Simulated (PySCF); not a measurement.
# Correlation energy of B(3+) (boron, charge +3)

1s2, closed-shell 1S. Computed with PySCF 2.14 in an even-tempered Gaussian basis (17 s from 0.81 bohr⁻², ratio 2.2; 7 p from 1.3 bohr⁻², ratio 2.4; 4 d from 4 bohr⁻², ratio 2.4; 3 f from 6 bohr⁻², ratio 2.4; 3 g from 8.9 bohr⁻², ratio 2.4), with scalar relativity by spin-free X2C-1e. Frozen: nothing; 2 electrons correlated; the 13 highest virtual orbitals of each spin left out.

With two correlated electrons CCSD is exact within the correlated space (frozen core and kept virtual orbitals).

```csv
level,correlation energy (mhartree)
CCSD,-44.27
```

Diagnostics: T1 = 0.00012, D1 = 0.0002, largest double amplitude 0.008.

Cost of the coupled-cluster step: about 4 core-seconds, for 2 correlated electrons.

Iterations:

```
CC2 = 0
CCSD nocc = 1, nmo = 93
frozen orbitals [93, 94, 95, 96, 97, 98, 99, 100, 101, 102, 103, 104, 105]
max_cycle = 100
direct = 0
conv_tol = 1e-08
conv_tol_normt = 1e-06
diis_space = 8
diis_start_cycle = 0
Init t2, MP2 energy = -22.0345197747044  E_corr(MP2) -0.0420591283593652
Init E_corr(CCSD) = -0.0420591283593652
cycle = 1  E_corr(CCSD) = -0.0440490719327932  dE = -0.00198994357  norm(t1,t2) = 0.00191693
cycle = 2  E_corr(CCSD) = -0.0442522080413429  dE = -0.000203136109  norm(t1,t2) = 0.000210208
cycle = 3  E_corr(CCSD) = -0.0442747318782043  dE = -2.25238369e-05  norm(t1,t2) = 2.56302e-05
cycle = 4  E_corr(CCSD) = -0.0442744712553492  dE = 2.60622855e-07  norm(t1,t2) = 1.02727e-06
cycle = 5  E_corr(CCSD) = -0.0442744671953546  dE = 4.05999459e-09  norm(t1,t2) = 2.05584e-08
CCSD converged
E(CCSD) = -22.03673511354043  E_corr = -0.04427446719535459
```
